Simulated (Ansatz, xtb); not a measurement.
Pulling on the N6–H7 bond in CH5GeN (SMILES [CH3][Ge][NH2]) (multiplicity 1 held, fragments rigid). Energies count from the point at 1.010 Å.
Geometry at that point (charge 0, multiplicity 1):
| atom | x (Å) | y (Å) | z (Å) |
|---|---|---|---|
| Ge | -0.2170 | -0.0101 | 0.4452 |
| C | 0.7303 | 1.3957 | -0.6510 |
| H | 0.3907 | 2.3968 | -0.3807 |
| H | 0.5942 | 1.2501 | -1.7247 |
| H | 1.8012 | 1.3407 | -0.4297 |
| N | -0.0364 | -1.3548 | -0.7861 |
| H | 0.4026 | -1.2654 | -1.6915 |
| H | -0.3701 | -2.2905 | -0.6131 |

R- and RO- levels are restricted; in cc, def2 and unpolarised 6-31G sets they are followed outwards from rest. Active spaces are followed from a long bond inwards. Levels need not reach the same state.

Frozen-core correlation. Filled d and f shells under p-block atoms count as core.

The values were computed with Ansatz (Gaussian basis) for Hartree–Fock, density functionals and correlated methods; xtb for the GFN methods.  The GFN methods have no spin term and hold the electronic entropy of 300 K.

Energies in kcal/mol.

```json
[
 {"R (Å)": "0.808", "GFN2-xTB": "33.0", "R-HF/cc-pVDZ": "34.3", "R-CCSD(T)/cc-pVDZ": "38.3", "FIC-MRCISD+Q on CASSCF(2,2)/cc-pVDZ": "38.0"},
 {"R (Å)": "0.909", "GFN2-xTB": "6.0", "R-HF/cc-pVDZ": "6.3", "R-CCSD(T)/cc-pVDZ": "8.3", "FIC-MRCISD+Q on CASSCF(2,2)/cc-pVDZ": "8.1"},
 {"R (Å)": "1.010", "GFN2-xTB": "0.0", "R-HF/cc-pVDZ": "0.0", "R-CCSD(T)/cc-pVDZ": "0.0", "FIC-MRCISD+Q on CASSCF(2,2)/cc-pVDZ": "0.0"},
 {"R (Å)": "1.111", "GFN2-xTB": "4.0", "R-HF/cc-pVDZ": "5.4", "R-CCSD(T)/cc-pVDZ": "3.3", "FIC-MRCISD+Q on CASSCF(2,2)/cc-pVDZ": "3.5"},
 {"R (Å)": "1.212", "GFN2-xTB": "12.4", "R-HF/cc-pVDZ": "16.8", "R-CCSD(T)/cc-pVDZ": "12.5", "FIC-MRCISD+Q on CASSCF(2,2)/cc-pVDZ": "12.8"},
 {"R (Å)": "1.364", "GFN2-xTB": "27.6", "R-HF/cc-pVDZ": "38.6", "R-CCSD(T)/cc-pVDZ": "30.6", "FIC-MRCISD+Q on CASSCF(2,2)/cc-pVDZ": "31.1"},
 {"R (Å)": "1.515", "GFN2-xTB": "42.7", "R-HF/cc-pVDZ": "61.4", "R-CCSD(T)/cc-pVDZ": "48.9", "FIC-MRCISD+Q on CASSCF(2,2)/cc-pVDZ": "49.8"},
 {"R (Å)": "1.768", "GFN2-xTB": "64.4", "R-HF/cc-pVDZ": "96.0", "R-CCSD(T)/cc-pVDZ": "73.9", "FIC-MRCISD+Q on CASSCF(2,2)/cc-pVDZ": "75.5"},
 {"R (Å)": "2.020", "GFN2-xTB": "80.8", "R-HF/cc-pVDZ": "124.3", "R-CCSD(T)/cc-pVDZ": "90.1", "FIC-MRCISD+Q on CASSCF(2,2)/cc-pVDZ": "92.7"},
 {"R (Å)": "2.324", "GFN2-xTB": "94.5", "R-HF/cc-pVDZ": "150.5", "R-CCSD(T)/cc-pVDZ": "99.7", "FIC-MRCISD+Q on CASSCF(2,2)/cc-pVDZ": "104.1"},
 {"R (Å)": "2.728", "GFN2-xTB": "105.9", "R-HF/cc-pVDZ": "175.4", "R-CCSD(T)/cc-pVDZ": "102.2", "FIC-MRCISD+Q on CASSCF(2,2)/cc-pVDZ": "110.5"},
 {"R (Å)": "3.233", "GFN2-xTB": "113.1", "R-HF/cc-pVDZ": "195.9", "R-CCSD(T)/cc-pVDZ": "98.7", "FIC-MRCISD+Q on CASSCF(2,2)/cc-pVDZ": "113.0"}
]
```

Doubts at one or more of the structures used: a restricted determinant that unrestricted orbitals would lower (R-HF/cc-pVDZ, R-CCSD(T)/cc-pVDZ); other coupled-cluster roots lie near (R-CCSD(T)/cc-pVDZ); T1 above 0.05 (R-CCSD(T)/cc-pVDZ).

Ansatz is a first-principles code.
